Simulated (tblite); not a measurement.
A geometry optimisation, step by step.

C₇H₁₁BOS.
Numbering: `[CH3:1][B:2]([CH3:3])[S:4][c:5]1[cH:6][cH:7][c:8]([CH3:9])[o:10]1` (hydrogens: H11, H12, H13 on C1; H14, H15, H16 on C3; H17 on C6; H18 on C7; H19, H20, H21 on C9)

Computed with GFN2-xTB (tblite), gas phase: L-BFGS steps from a force-field or distance-geometry start until the largest atomic force falls under 0.01 eV/Å. 4 of its 210 geometries are shown.

Step 0: E = -792.3774 eV, largest atomic force 2.296 eV/Å
```
atom  x, y, z in Å  |  force x, y, z in eV/Å
C1     -1.863    2.013    0.460   -0.270   0.022  -0.365
B2     -2.035    0.730   -0.461   -0.082  -0.039   0.495
C3     -2.949   -0.477    0.029   -0.168   0.358  -0.485
S4     -1.085    0.605   -2.086    0.456  -0.015   0.482
C5      0.328   -0.159   -1.278   -1.856  -1.027  -0.879
C6      0.521   -1.514   -1.123   -0.870   0.134  -0.374
C7      1.732   -1.632   -0.465    1.115  -0.170   0.630
C8      2.194   -0.340   -0.270    0.787  -1.942   0.481
C9      3.459    0.034    0.417    0.106   0.949   0.295
O10     1.328    0.516   -0.769    0.318   1.845   0.138
H11    -1.184    2.737   -0.022   -0.355  -0.143   0.526
H12    -1.463    1.719    1.450   -0.277   0.366  -0.517
H13    -2.867    2.496    0.612    1.051  -0.364  -0.005
H14    -2.583   -0.864    0.993   -0.356   0.092  -0.418
H15    -2.942   -1.281   -0.724   -0.201   0.152   0.533
H16    -4.002   -0.110    0.159    0.950  -0.504   0.006
H17    -0.129   -2.310   -1.432    0.000   0.176  -0.042
H18     2.213   -2.558   -0.152   -0.176   0.564  -0.173
H19     3.671    1.115    0.247   -0.085  -0.770   0.172
H20     3.356   -0.140    1.512    0.191   0.115  -0.713
H21     4.293   -0.563    0.026   -0.276   0.201   0.213
```

Step 70: E = -792.7821 eV, largest atomic force 0.212 eV/Å
```
atom  x, y, z in Å  |  force x, y, z in eV/Å
C1     -2.138    2.276    0.342   -0.042   0.027  -0.053
B2     -1.821    0.871   -0.301   -0.087   0.160   0.063
C3     -2.220   -0.499    0.365   -0.014   0.141   0.082
S4     -1.076    0.866   -1.980   -0.027   0.059  -0.064
C5      0.207   -0.186   -1.426    0.042  -0.066   0.096
C6      0.457   -1.521   -1.519    0.003   0.042  -0.018
C7      1.606   -1.745   -0.731    0.065  -0.034   0.048
C8      1.978   -0.540   -0.210    0.074  -0.063  -0.161
C9      3.197   -0.169    0.554    0.014   0.052   0.029
O10     1.117    0.414   -0.621    0.092  -0.074  -0.041
H11    -1.555    3.073   -0.120   -0.088  -0.012   0.030
H12    -1.977    2.340    1.420   -0.066  -0.154  -0.130
H13    -3.190    2.510    0.166    0.033   0.063   0.056
H14    -2.005   -0.557    1.425    0.103   0.048   0.179
H15    -1.816   -1.392   -0.101    0.038  -0.004  -0.097
H16    -3.306   -0.560    0.292   -0.121  -0.059  -0.037
H17    -0.068   -2.254   -2.090   -0.155   0.010  -0.072
H18     2.068   -2.692   -0.564    0.158  -0.084   0.003
H19     3.515    0.839    0.303   -0.007   0.036  -0.157
H20     3.039   -0.179    1.631   -0.071  -0.169   0.069
H21     3.977   -0.878    0.288    0.056   0.083   0.176
```

Step 139: E = -793.1802 eV, largest atomic force 0.077 eV/Å
```
atom  x, y, z in Å  |  force x, y, z in eV/Å
C1     -3.131    2.093   -0.191   -0.052   0.026   0.013
B2     -1.897    1.109   -0.168    0.009   0.005   0.008
C3     -1.690    0.128    1.051    0.001  -0.020   0.018
S4     -0.817    1.183   -1.589   -0.007   0.002  -0.038
C5      0.432   -0.016   -1.282    0.001   0.000  -0.027
C6      0.786   -1.123   -1.994   -0.021   0.007   0.008
C7      1.906   -1.669   -1.319   -0.010  -0.015   0.015
C8      2.157   -0.850   -0.258    0.006  -0.016   0.002
C9      3.199   -0.900    0.798   -0.004   0.012   0.023
O10     1.262    0.164   -0.233    0.003  -0.027  -0.021
H11    -3.042    2.884   -0.931    0.009   0.008  -0.017
H12    -3.295    2.557    0.779   -0.010   0.027   0.032
H13    -4.048    1.548   -0.421    0.023  -0.017  -0.005
H14    -1.307    0.677    1.915   -0.025  -0.025  -0.064
H15    -1.002   -0.697    0.872   -0.038   0.024  -0.026
H16    -2.648   -0.294    1.358    0.066  -0.012   0.038
H17     0.304   -1.493   -2.876    0.017   0.002   0.036
H18     2.446   -2.557   -1.581   -0.013   0.039  -0.021
H19     3.849   -0.027    0.731    0.026  -0.049  -0.016
H20     2.743   -0.895    1.786   -0.027  -0.014   0.027
H21     3.786   -1.806    0.678    0.044   0.042   0.015
```

Step 209: E = -793.2018 eV, largest atomic force 0.010 eV/Å
```
atom  x, y, z in Å  |  force x, y, z in eV/Å
C1     -3.132    2.092   -0.170   -0.003   0.000  -0.004
B2     -1.895    1.114   -0.205    0.003  -0.004  -0.007
C3     -1.631    0.063    0.943   -0.006   0.001   0.007
S4     -0.808    1.232   -1.623   -0.001  -0.002  -0.002
C5      0.431    0.026   -1.294   -0.004  -0.002   0.003
C6      0.773   -1.104   -1.972    0.000  -0.001  -0.001
C7      1.873   -1.655   -1.269    0.001   0.001  -0.010
C8      2.124   -0.820   -0.222   -0.001   0.001   0.000
C9      3.142   -0.865    0.861    0.002   0.000   0.000
O10     1.248    0.211   -0.235    0.003   0.003   0.000
H11    -3.100    2.862   -0.938   -0.003   0.001   0.004
H12    -3.225    2.585    0.797    0.001   0.002  -0.004
H13    -4.058    1.534   -0.312    0.005   0.000   0.006
H14    -0.776    0.368    1.547    0.003   0.000   0.003
H15    -1.390   -0.927    0.557    0.001   0.000  -0.003
H16    -2.478   -0.040    1.619    0.000   0.000  -0.002
H17     0.298   -1.488   -2.851    0.002   0.001   0.000
H18     2.404   -2.552   -1.515   -0.003   0.000   0.002
H19     3.787    0.012    0.812   -0.004  -0.003   0.005
H20     2.658   -0.872    1.837    0.005   0.003   0.006
H21     3.747   -1.759    0.756    0.001   0.000  -0.002
```

Task: Summarise the path.

Result: The energy falls by 79.54 kJ/mol from step 0 to step 209; nine tenths of that is first reached at step 97. It rises by more than 0.2 meV at steps 68, 75, 82 and 145. The largest force goes from 2.296 to 0.010 eV/Å. Among the bonds B2–S4 changes most, from 1.887 to 1.790 Å; the atoms move by 1.451 Å rms after alignment.

Task: Follow the three bonds and two angles with the largest change from start to end.

Result: 
```tsv
step	E above end (kJ/mol)	largest force (eV/Å)	B2–S4 (Å)	C5–O10 (Å)	S4–C5 (Å)	B2–S4–C5 (°)	C9–C8–O10 (°)
0	79.54	2.296	1.887	1.309	1.799	92.1	124.9
9	53.27	0.112	1.876	1.355	1.759	91.3	121.1
18	50.94	0.092	1.866	1.351	1.758	89.9	118.1
27	50.38	0.055	1.869	1.352	1.760	89.7	117.9
36	50.01	0.056	1.870	1.351	1.760	89.6	118.1
45	48.87	0.163	1.858	1.353	1.761	89.0	118.4
55	47.46	0.056	1.863	1.351	1.760	87.2	117.7
64	45.74	0.217	1.857	1.353	1.762	87.2	118.5
73	33.14	0.405	1.828	1.354	1.751	95.1	120.0
82	19.24	0.574	1.811	1.351	1.754	106.9	114.9
91	10.96	0.202	1.796	1.349	1.755	106.0	116.2
100	6.18	0.122	1.791	1.352	1.757	104.8	118.2
109	3.49	0.105	1.788	1.351	1.759	105.2	118.2
118	2.67	0.032	1.789	1.350	1.758	105.5	118.2
127	2.50	0.029	1.789	1.350	1.759	105.5	118.1
136	2.26	0.061	1.788	1.350	1.758	105.4	118.5
145	2.82	0.648	1.793	1.350	1.757	104.0	119.0
154	0.57	0.051	1.788	1.350	1.759	103.6	118.6
164	0.34	0.011	1.789	1.350	1.761	103.3	118.6
173	0.30	0.016	1.790	1.350	1.762	103.2	118.4
182	0.26	0.017	1.789	1.350	1.761	103.1	118.3
191	0.14	0.021	1.790	1.350	1.761	103.1	118.3
200	0.08	0.017	1.790	1.350	1.761	103.3	118.4
209	0.00	0.010	1.790	1.350	1.760	103.5	118.2
```

The cost below is that of the whole relaxation. Hardware: one thread of an Intel Xeon at 2.50 GHz, no GPU, shared host with 64 logical CPUs at a one-minute load of 63. Cost: 6.5 s wall.
